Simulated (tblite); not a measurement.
Compound: C₆H₁₂FP.
Structure used (GFN2-xTB), in Å, numbered top down from 1:
```xyz
20
C6H12FP angstrom
C     -2.2657   -0.6038   -0.3210
C     -0.8959   -0.2191    0.2364
C     -0.6960    1.2924    0.1343
P      0.9024    1.9356    0.8279
C      2.0321    0.7424   -0.0415
C      1.5993   -0.7121    0.0805
C      0.2165   -0.9524   -0.5148
F     -0.0310   -2.3158   -0.4728
H     -2.4064   -1.6801   -0.2633
H     -2.3515   -0.2999   -1.3626
H     -3.0548   -0.1187    0.2487
H     -0.8474   -0.5235    1.2889
H     -0.7418    1.6080   -0.9137
H     -1.5069    1.8054    0.6589
H      0.8351    1.1907    2.0151
H      3.0336    0.8715    0.3767
H      2.0779    1.0421   -1.0933
H      1.5827   -1.0140    1.1312
H      2.3136   -1.3566   -0.4392
H      0.1991   -0.6815   -1.5795
```

Computed with GFN2-xTB (tblite): harmonic, unscaled wavenumbers at the GFN2-xTB geometry, gas phase. This tight-binding method is rough: wavenumbers can miss measured ones by several per cent, in bad cases by 10 to 20. Modes of hydrogen on phosphorus can be 10 to 20 % off. One conformer, not necessarily the lowest.

Harmonic wavenumbers (cm⁻¹): 97.4, 147.6, 209.9, 251.9, 263.8, 296.5, 340.4, 353.0, 416.8, 496.1, 523.5, 677.7, 716.3, 751.9, 777.1, 840.5, 872.7, 907.6, 958.1, 985.7, 1022.8, 1032.2, 1061.1, 1076.5, 1097.5, 1134.1, 1151.7, 1179.0, 1211.4, 1245.6, 1270.4, 1280.8, 1282.8, 1309.8, 1340.3, 1347.3, 1414.7, 1445.0, 1448.7, 1483.6, 1495.5, 1498.9, 2240.4, 2895.6, 2922.9, 2932.5, 2941.2, 2957.5, 2959.8, 2964.8, 2974.2, 3028.3, 3036.7, 3049.2.

A = 2489, B = 1379, C = 952.3 MHz; mass 134.066 u (most abundant isotopes); point group C1, symmetry number 1.

Question: Zero-point energy?

Answer: Half the sum of the wavenumbers: 36809 cm⁻¹ = 440.33 kJ/mol.

Question: What is S at 298.15 K and 1 bar for an ideal gas of classical rigid rotors and harmonic oscillators?

Answer: Translation 169.95, rotation 121.24, vibration 84.50: S = 375.7 J/(mol K).

Question: And Cp and H(298.15 K) − H(0)?

Answer: Cp = 148.38 J/(mol K), of which vibrations give 115.12 (their classical limit is 54 R = 449.0); H(298.15 K) − H(0) = 25.08 kJ/mol without the zero-point energy, 15.16 from vibrations.

Question: What must be added to the electronic energy to get the Gibbs energy at 298.15 K and 1 bar?

Answer: ZPE + [H(298.15 K) − H(0)] − T·S = 440.33 + 25.08 − 112.01 = 353.40 kJ/mol.

Question: How do the functions run with temperature in this model?

Answer: 
```csv
T (K),S (J/(mol K)),Cp (J/(mol K)),H − H(0) (kJ/mol),G − H(0) (kJ/mol),ln q(vib)
50,234.7,41.4,1.77,-9.96,0.08
100,269.7,62.6,4.36,-22.61,0.54
373.15,412.8,183.2,37.52,-116.50,5.63
500,473.9,235.5,64.19,-172.77,8.47
750,584.5,309.1,132.97,-305.38,14.26
1000,680.4,356.7,216.60,-463.77,19.92
```

q(vib) and H(0) count from the zero-point level.

Question: Which modes carry the vibrational entropy at 298.15 K?

Answer: 97.4 cm⁻¹: 14.67; 147.6 cm⁻¹: 11.31; 209.9 cm⁻¹: 8.55; 251.9 cm⁻¹: 7.18; 263.8 cm⁻¹: 6.85; 296.5 cm⁻¹: 6.01 J/(mol K); the other 48 give 29.92 together.

Question: Blend soft modes into free rotors: weight 1/[1 + (100 cm⁻¹/ν̃)⁴] for the oscillator and the rest for a rotor with moment μB/(μ + B), μ = h/(8π²ν), B = 10⁻⁴⁴ kg m². What vibrational entropy results?

Answer: 83.07 J/(mol K) in place of 84.50, which changes −T·S at 298.15 K by +0.42 kJ/mol.

Hindered rotation and anharmonicity are outside this model. Other conformers, if any are populated, would add a mixing term that is left out. The structure is chiral; the term R ln 2 for an equal mix with its mirror image is left out.
